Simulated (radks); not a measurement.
Ho2+, configuration [Xe] 4f11 (the NIST ground configuration). All-electron calculation, scalar-relativistic Kohn-Sham, exchange-only LDA, spin-polarised, spherical densities, point nucleus; open shells are filled with parallel spins first (spin-orbit coupling, left out, can overturn this in heavy ions). Program: a radial shooting solver on a logarithmic mesh with Libxc functionals.

Unscreened Slater integrals over Kohn-Sham orbitals (cm^-1). They are taken over the spin-up orbitals. Empty in this configuration: 6s.

integral    value
F0(4f,4f)  248860
F2(4f,4f)  114880
F4(4f,4f)   71448
F6(4f,4f)   51229
F0(4f,5p)  157090
F2(4f,5p)   53692
G2(4f,5p)   29360
G4(4f,5p)   22201
F0(4f,5s)  178750
G3(4f,5s)   34367
F0(4f,6s)   76482
G3(4f,6s)  3246.9
F0(5p,5p)  131260
F2(5p,5p)   70303
F0(5p,5s)  141520
G1(5p,5s)   93709
F0(5p,6s)   72520
G1(5p,6s)  6430.2
F0(5s,5s)  155270
F0(5s,6s)   73910
G0(5s,6s)  3401.2
F0(6s,6s)   58843

Derived for the open shells (J is the average intra-shell exchange parameter used in DFT+U). 4f: F4/F2 = 0.622, F6/F2 = 0.446, J = (286 F2 + 195 F4 + 250 F6)/6435 = 9261 cm^-1.
